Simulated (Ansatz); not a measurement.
The cluster La3⁻. Charge -1, multiplicity 1. Geometry PBE0-D4/def2-TZVPD.

| atom | x (Å) | y (Å) | z (Å) |
| --- | --- | --- | --- |
| La1 | -1.539 | -0.654 | -0.991 |
| La2 | 0.399 | 1.902 | 0.032 |
| La3 | 1.140 | -1.249 | 0.959 |

In the def2 sets La takes a core potential; there is no spin–orbit coupling. The restricted singlet is unstable towards broken spin symmetry at other levels; at PBE-D4/def2-SVPD, BHLYP-D4/def2-TZVPD, CAM-B3LYP-D4/def2-TZVPD, ωB97M-V/def2-TZVPD this wasn't settled. At PBE-D4/def2-SVPD the highest occupied level of the charge -1 singlet lies above zero (up to 0.30 eV). The electron is either unbound and held by the finite basis, or the level is raised by self-interaction error. At PBE0-D4/def2-TZVPD the restricted singlet is unstable: a solution with broken spin symmetry lies lower. The structure comes from a short search, and lower isomers may exist.

Question: Estimate the orbital energies around the gap (eV) in Ansatz with PBE-D4/def2-SVPD, PBE0-D4/def2-TZVPD, BHLYP-D4/def2-TZVPD, CAM-B3LYP-D4/def2-TZVPD, ωB97M-V/def2-TZVPD.

Answer: 
```
orbital  PBE-D4/def2-SVPD  PBE0-D4/def2-TZVPD  BHLYP-D4/def2-TZVPD  CAM-B3LYP-D4/def2-TZVPD  ωB97M-V/def2-TZVPD
HOMO−13            -17.93              -20.11               -22.23                   -21.97              -23.15
HOMO−12            -17.92              -19.90               -21.85                   -21.63              -22.80
HOMO−11            -17.80              -19.86               -21.85                   -21.63              -22.80
HOMO−10            -17.80              -19.86               -21.81                   -21.60              -22.72
 HOMO−9            -17.78              -19.73               -21.61                   -21.41              -22.53
 HOMO−8            -17.78              -19.73               -21.61                   -21.41              -22.53
 HOMO−7            -17.33              -19.32               -21.26                   -21.05              -22.21
 HOMO−6            -16.96              -18.99               -20.96                   -20.74              -21.88
 HOMO−5            -16.96              -18.99               -20.96                   -20.74              -21.88
 HOMO−4             -0.67               -1.36                -1.94                    -2.35               -3.23
 HOMO−3              0.05               -0.60                -1.13                    -1.46               -2.25
 HOMO−2              0.11               -0.55                -1.13                    -1.46               -2.20
 HOMO−1              0.30               -0.21                -0.53                    -0.87               -1.58
   HOMO              0.30               -0.21                -0.53                    -0.87               -1.58
   LUMO              0.65                1.31                 2.05                     2.24                2.57
 LUMO+1              0.75                1.42                 2.07                     2.24                2.58
 LUMO+2              0.75                1.42                 2.07                     2.26                2.58
 LUMO+3              1.00                1.44                 2.16                     2.32                2.70
 LUMO+4              1.00                1.44                 2.19                     2.40                2.72
 LUMO+5              1.41                1.71                 2.19                     2.40                2.72
```
